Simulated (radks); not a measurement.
Spin polarisation of the 5p2 shell in neutral tin. Start: [Kr] 4d10 5s2 5p(up 1, down 1); electrons of 5p are moved from spin down to spin up, other shells keep equal spins. Calculated with a radial shooting solver on a logarithmic mesh with Libxc functionals: scalar-relativistic Kohn-Sham, PBE, spin-polarised, spherical densities, point nucleus.

[
 {"moment (Bohr magnetons)": "0", "E - E(0) (eV)": "0.000", "e(5p up) (eV)": "-3.694", "e(5p down) (eV)": "-3.694", "5s down minus up (eV)": "0.000", "4d down minus up (eV)": "0.000", "4p down minus up (eV)": "0.000"},
 {"moment (Bohr magnetons)": "0.5", "E - E(0) (eV)": "-0.040", "e(5p up) (eV)": "-3.842", "e(5p down) (eV)": "-3.524", "5s down minus up (eV)": "0.296", "4d down minus up (eV)": "0.041", "4p down minus up (eV)": "0.016"},
 {"moment (Bohr magnetons)": "1", "E - E(0) (eV)": "-0.159", "e(5p up) (eV)": "-3.968", "e(5p down) (eV)": "-3.332", "5s down minus up (eV)": "0.594", "4d down minus up (eV)": "0.082", "4p down minus up (eV)": "0.031"},
 {"moment (Bohr magnetons)": "1.5", "E - E(0) (eV)": "-0.358", "e(5p up) (eV)": "-4.073", "e(5p down) (eV)": "-3.116", "5s down minus up (eV)": "0.893", "4d down minus up (eV)": "0.124", "4p down minus up (eV)": "0.047"},
 {"moment (Bohr magnetons)": "2", "E - E(0) (eV)": "-0.638", "e(5p up) (eV)": "-4.157", "e(5p down) (eV)": "-2.861", "5s down minus up (eV)": "1.193", "4d down minus up (eV)": "0.167", "4p down minus up (eV)": "0.063"}
]

At moment 2 the spin-polarisation energy is -0.638 eV and the 5p exchange splitting 1.296 eV, that is 0.648 eV per Bohr magneton; E = -I m^2/4 would give I = 0.638 eV.
